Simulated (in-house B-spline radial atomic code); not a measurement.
## wB97X excitations of Zr4+

Method: wB97X. Computed with a B-spline radial code for spherical atoms: linear response of the closed shell [Ar] 3d10 4s2 4p6 with the functional's adiabatic kernel; non-relativistic, point nucleus, no spin-orbit coupling, no double excitations, S, P, D and F terms only; shells from n = 2 respond. Only terms of natural parity with L up to 3 were computed.

Without relativity these are model numbers for so heavy an element.

Command:
```bash
python run_td.py task.json out
```
Settings (radii: box in bohr, nucleus in fm):
```
Z                        40
electrons                36
configuration            [Ar] 3d10 4s2 4p6
hamiltonian              nr
method                   wb97x
box_radius               19.1
intervals                55
```

Cost of the run: 1.8 s on 1 thread of Intel(R) Xeon(R) Platinum 8559C (Emerald Rapids), with other jobs on the host.

The lowest states, in the order of their Tamm-Dancoff energies; the method's threshold (minus the highest occupied level) is 77.33 eV. Labels give the largest channel, * marks a mixed state, and oscillator strengths are full-response dipole values. Semilocal kernels can invert the small singlet-triplet splittings of Rydberg terms. Energies in eV:

| state | full response | Tamm-Dancoff | oscillator strength |
| --- | --- | --- | --- |
| 4p → 4d 3P | 29.826 | 29.918 | - |
| 4p → 4d 3F | ? | ? | - |
| 4p → 4d 1F | 32.35 | 32.37 | - |
| 4p → 5s 3P | ? | ? | - |

Problem. Where does 4p → 4d 3F lie?

Solution. At 30.26 eV in full response, 30.40 eV in Tamm-Dancoff.

Problem. Where does 4p → 5s 3P lie?

Solution. At 40.75 eV in full response, 40.76 eV in Tamm-Dancoff.

Problem. How large is the singlet-triplet splitting of 4p → 4d (F terms) in Tamm-Dancoff?

Solution. 1.97 eV, from the unrounded values.

Problem. What polarisabilities and dispersion coefficient does the method give?

Solution. Dipole 3.052 bohr³, quadrupole 6.156 bohr⁵, C6 11.06 hartree·bohr⁶ for two such species.
